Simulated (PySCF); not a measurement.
# Correlation energy of Pt⁺ (platinum, charge +1)

[Xe] 4f14 5d8 6s1, high-spin 4F determinant (an excited configuration). Computed with PySCF 2.14 in def2-TZVPPD with the def2 core potential (60 electrons) (6s5p3d2f1g, 59 functions), with scalar relativity through the core potential. Frozen: 5s2 5p6; 9 electrons correlated.

```csv
level,correlation energy (mhartree)
CCSD,-227.55
(T),-7.12
CCSD(T),-234.67
```

Diagnostics: T1 = 0.0073, D1 = 0.0259, largest double amplitude 0.017.

Is a single reference adequate?

Yes, within this model without spin-orbit coupling: T1 lies below 0.03 and no double amplitude reaches 0.07.
